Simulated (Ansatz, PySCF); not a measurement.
C₂H₁₀ClNSi₂, SMILES C[Si@H](Cl)[C@H](N)[SiH3]. Atoms are numbered in the order given.

```xyz
16

C      2.1516    -0.9540    -0.7058
Si     0.9271     0.4186    -0.3900
Cl     0.8740     0.8197     1.6609
C     -0.8585     0.0595    -0.8790
N     -1.7695     1.1746    -0.5874
Si    -1.6249    -1.5040    -0.1247
H      2.1770    -1.2050    -1.7785
H      3.1637    -0.6496    -0.3996
H      1.8779    -1.8603    -0.1453
H      1.3592     1.6921    -1.0439
H     -0.8660    -0.1339    -1.9694
H     -1.5087     2.0096    -1.1105
H     -1.7007     1.4241     0.3992
H     -2.9114    -1.8194    -0.8120
H     -0.6932    -2.6668    -0.2754
H     -1.8812    -1.2831     1.3294
```
Charge 0, spin multiplicity 1.

Coordinates come from a PBE0-D3(BJ)/def2-SVP optimisation. The structure was generated by enumeration; whether it is a known compound was not checked. Other conformers were not sampled.

Two levels are set side by side: PBE-D3(BJ)/def2-SVP (Ansatz, a first-principles code) and PBE0-D3(BJ)/def2-SVP (Ansatz). Each level has its own optimised geometry; the coordinates shown are those of the second. Frequencies come from the Hessian of PySCF at each geometry. Differences are taken from unrounded values.

```tsv
quantity	PBE0-D3(BJ)
mean bond length (Å)	1.442
bond C1–Si2 (Å)	1.866
bond Si2–Cl3 (Å)	2.090
bond Si2–C4 (Å)	1.886
bond C4–N5 (Å)	1.469
bond C4–Si6 (Å)	1.898
bond C1–H7 (Å)	1.102
bond C1–H8 (Å)	1.100
bond C1–H9 (Å)	1.100
bond Si2–H10 (Å)	1.495
bond C4–H11 (Å)	1.107
bond N5–H12 (Å)	1.019
bond N5–H13 (Å)	1.020
bond Si6–H14 (Å)	1.492
bond Si6–H15 (Å)	1.498
bond Si6–H16 (Å)	1.493
highest harmonic wavenumber (cm⁻¹)	3603
mean harmonic wavenumber (cm⁻¹)	1227
zero-point energy (kcal/mol)	73.67
```

What does PBE-D3(BJ) give, and how far is it from PBE0-D3(BJ)? (The exact figures need the calculation; the answer reports its results.)


| quantity | PBE-D3(BJ) | PBE-D3(BJ) minus PBE0-D3(BJ) |
|---|---|---|
| mean bond length (Å) | 1.453 | 0.011 |
| bond C1–Si2 (Å) | 1.879 | 0.013 |
| bond Si2–Cl3 (Å) | 2.106 | 0.015 |
| bond Si2–C4 (Å) | 1.900 | 0.014 |
| bond C4–N5 (Å) | 1.481 | 0.012 |
| bond C4–Si6 (Å) | 1.910 | 0.012 |
| bond C1–H7 (Å) | 1.110 | 0.008 |
| bond C1–H8 (Å) | 1.108 | 0.008 |
| bond C1–H9 (Å) | 1.108 | 0.008 |
| bond Si2–H10 (Å) | 1.507 | 0.012 |
| bond C4–H11 (Å) | 1.115 | 0.008 |
| bond N5–H12 (Å) | 1.030 | 0.010 |
| bond N5–H13 (Å) | 1.030 | 0.010 |
| bond Si6–H14 (Å) | 1.503 | 0.010 |
| bond Si6–H15 (Å) | 1.508 | 0.010 |
| bond Si6–H16 (Å) | 1.503 | 0.010 |
| highest harmonic wavenumber (cm⁻¹) | 3462 | -141 |
| mean harmonic wavenumber (cm⁻¹) | 1187 | -40 |
| zero-point energy (kcal/mol) | 71.25 | -2.42 |

GGA bonds tend to be longer and softer than those of functionals with exact exchange. Differences between two approximate levels are no errors against the true value.
